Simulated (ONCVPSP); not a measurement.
# Pseudopotential generation for bismuth (Bi): ONCV, PBE, scalar-relativistic.

Bi (Z = 83), optimised norm-conserving Vanderbilt (ONCV), made with ONCVPSP 4.0.1 (PBE, scalar-relativistic). Core [Kr] 4d10 4f14, reference 5s2 5p6 5d10 6s2 6p3. Waves: 5s+6s: rc 1.50 bohr, ncon 4, nbas 7, qcut 7.5 1/bohr, 2 projectors; 5p+6p: rc 1.35 bohr, ncon 4, nbas 7, qcut 10.2 1/bohr, 2 projectors; 5d: rc 1.60 bohr, ncon 4, nbas 9, qcut 9.9 1/bohr, 1 projector. Local part: polynomial inside 1.15 bohr (lpopt 5, dvloc0 0 Ha). Core correction: polynomial model core, fcfact 0.3.

All-electron outer shells of the reference configuration (PBE, scalar-relativistic, ld1.x):

| shell | level (eV) | outermost node (bohr) | outermost maximum (bohr) |
| --- | --- | --- | --- |
| 4d | -430.06 | 0.19 | 0.38 |
| 5s | -157.79 | 0.44 | 0.77 |
| 4f | -152.59 | – | 0.34 |
| 5p | -95.86 | 0.48 | 0.86 |
| 5d | -27.08 | 0.51 | 1.03 |
| 6s | -14.48 | 0.98 | 1.88 |
| 6p | -4.57 | 1.14 | 2.44 |

What the tests gave:

- Cutoffs needed: 38 Ha and 44 Ha (the cutoffs (Ha) at which the residual kinetic energy of the hardest occupied pseudo-wave falls to 1 and 0.1 mHa per electron)
- Ghost test: no bound ghost flagged; GHOST(+) flagged for s at 181.5 eV
- Largest excitation error: -21 meV (all-electron minus pseudo) for 5s2 5p6 5d10 6s2 6p0, out of 4 test configurations
- rms error of d²Exc/dni dnj: 5.99 mHa without and 1.78 mHa with the model core

Generation and tests took about 4.7 s on one core of a shared server CPU.
